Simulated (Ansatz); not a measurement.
Cd6O6⁺, that is (CdO)6 prism with one electron fewer. Charge 1, multiplicity 2. Geometry PBE0-D4/def2-SVP, that of the neutral singlet; atoms count from 1.

```
atom   x (Å)   y (Å)   z (Å)
 Cd1   0.337  -2.098   0.767
  O2  -1.131  -2.097  -0.735
 Cd3  -0.573  -0.601  -2.099
  O4   0.972   0.819  -2.142
 Cd5   2.171   0.444  -0.459
  O6   2.018  -0.900   1.148
 Cd7   0.573   0.601   2.099
  O8  -0.972  -0.819   2.142
 Cd9  -2.171  -0.444   0.459
 O10  -2.018   0.900  -1.148
Cd11  -0.337   2.098  -0.767
 O12   1.131   2.097   0.735
```

In the def2 sets Cd takes a core potential; there is no spin–orbit coupling.

Q: Estimate the Mulliken populations from the PBE0/def2-SVP orbitals of Ansatz.

A: 
```json
{"atom": "Cd1", "charge (e)": "0.83", "spin (α − β)": "-0.03", "d electrons": "10.04"}
{"atom": "O2", "charge (e)": "-0.65", "spin (α − β)": "0.30", "d electrons": "–"}
{"atom": "Cd3", "charge (e)": "0.84", "spin (α − β)": "-0.02", "d electrons": "10.04"}
{"atom": "O4", "charge (e)": "-0.65", "spin (α − β)": "0.30", "d electrons": "–"}
{"atom": "Cd5", "charge (e)": "0.83", "spin (α − β)": "-0.03", "d electrons": "10.04"}
{"atom": "O6", "charge (e)": "-0.70", "spin (α − β)": "-0.02", "d electrons": "–"}
{"atom": "Cd7", "charge (e)": "0.84", "spin (α − β)": "-0.02", "d electrons": "10.04"}
{"atom": "O8", "charge (e)": "-0.65", "spin (α − β)": "0.30", "d electrons": "–"}
{"atom": "Cd9", "charge (e)": "0.83", "spin (α − β)": "-0.03", "d electrons": "10.04"}
{"atom": "O10", "charge (e)": "-0.70", "spin (α − β)": "-0.02", "d electrons": "–"}
{"atom": "Cd11", "charge (e)": "0.83", "spin (α − β)": "-0.03", "d electrons": "10.04"}
{"atom": "O12", "charge (e)": "-0.65", "spin (α − β)": "0.30", "d electrons": "–"}
```
Mulliken values and Mayer orders depend strongly on the basis.

Q: Where does the spin sit?

A: Summed by element: Cd -0.17, O 1.17, of 1 unpaired in all. Largest on single atoms: O8 0.30, O4 0.30, O2 0.30.

Q: And the Mayer bond orders between bonded heavy atoms (over 0.3)?

A: Cd1–O2 0.64 (2.10 Å); Cd1–O6 0.69 (2.10 Å); Cd1–O8 0.38 (2.29 Å); O2–Cd3 0.62 (2.10 Å); O2–Cd9 0.38 (2.29 Å); Cd3–O4 0.62 (2.10 Å); Cd3–O10 0.44 (2.29 Å); O4–Cd5 0.63 (2.10 Å); O4–Cd11 0.38 (2.29 Å); Cd5–O6 0.69 (2.10 Å); Cd5–O12 0.38 (2.29 Å); O6–Cd7 0.44 (2.29 Å); Cd7–O8 0.62 (2.10 Å); Cd7–O12 0.62 (2.10 Å); O8–Cd9 0.63 (2.10 Å); Cd9–O10 0.69 (2.10 Å); O10–Cd11 0.69 (2.10 Å); Cd11–O12 0.64 (2.10 Å).
